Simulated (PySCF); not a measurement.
A calculated (BLYP, PySCF 2.14, aug-cc-pVDZ-DK, the spin-free X2C one-electron Hamiltonian (Gaussian nucleus)) atom or ion has these occupied shells.

```
shell  electrons  orbital energy (eV)  rms radius, mean of both spins (bohr)
 1s α          1              -386.52                                  0.266
 1s β          1              -386.25                                  0.266
 2s β          1              -17.925                                   1.47
 2p α          3               -7.883                                   1.69
 2p β          1               -6.942                                   1.69
```

(1) Name the element and its charge.

Answers

(1) N (nitrogen, neutral), in [He] 2s1 2p4, 2s spin antiparallel (an excited configuration).
